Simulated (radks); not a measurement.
Results of a calculation; reference values are marked as such.
Species: Yb2+. Configuration: [Xe] 4f13 7p1 (not the ground configuration). Level of theory: Dirac Kohn-Sham, PBE, spin-unpolarised, spherical densities, finite nucleus; open shells fill j = l - 1/2 first; Fermi nuclear charge, rms radius 5.3108 fm (a radial shooting solver on a logarithmic mesh with Libxc functionals). Some entries of the table are withheld. Estimate them.

| orbital | occ. | eigenvalue (hartree) | <r^2> (bohr^2) |
|---|---|---|---|
| 1s1/2 | 2 | -2248.272 | 0.0005300 |
| 2s1/2 | 2 | -381.5852 | 0.008153 |
| 2p1/2 | 2 | (1) | 0.005860 |
| 2p3/2 | 4 | (2) | 0.007072 |
| 3s1/2 | 2 | -86.85102 | 0.05360 |
| 3p1/2 | 2 | -79.10473 | (3) |
| 3p3/2 | 4 | -70.93908 | (4) |
| 3d3/2 | 4 | (5) | 0.04402 |
| 3d5/2 | 6 | (6) | 0.04588 |
| 4s1/2 | 2 | -17.95169 | 0.2686 |
| 4p1/2 | 2 | -14.81441 | 0.2794 |
| 4p3/2 | 4 | -12.96223 | 0.3167 |
| 4d3/2 | 4 | -7.79801 | 0.3542 |
| 4d5/2 | 6 | -7.46002 | 0.3688 |
| 5s1/2 | 2 | -2.97356 | 1.586 |
| 5p1/2 | 2 | -2.10062 | 1.983 |
| 5p3/2 | 4 | -1.85670 | 2.296 |
| 4f5/2 | 6 | -1.17612 | 0.6891 |
| 4f7/2 | 7 | -1.12482 | 0.7184 |
| 7p1/2 | 1 | (7) | (8) |
| 7p3/2 | 0 | (9) | (10) |

Answer. 
(1) 2p1/2 eigenvalue (hartree): -364.0547
(2) 2p3/2 eigenvalue (hartree): -325.5798
(3) 3p1/2 <r^2> (bohr^2): 0.04945
(4) 3p3/2 <r^2> (bohr^2): 0.05620
(5) 3d3/2 eigenvalue (hartree): -57.73961
(6) 3d5/2 eigenvalue (hartree): -55.95576
(7) 7p1/2 eigenvalue (hartree): -0.27578
(8) 7p1/2 <r^2> (bohr^2): 52.67
(9) 7p3/2 eigenvalue (hartree): -0.26410
(10) 7p3/2 <r^2> (bohr^2): 55.81
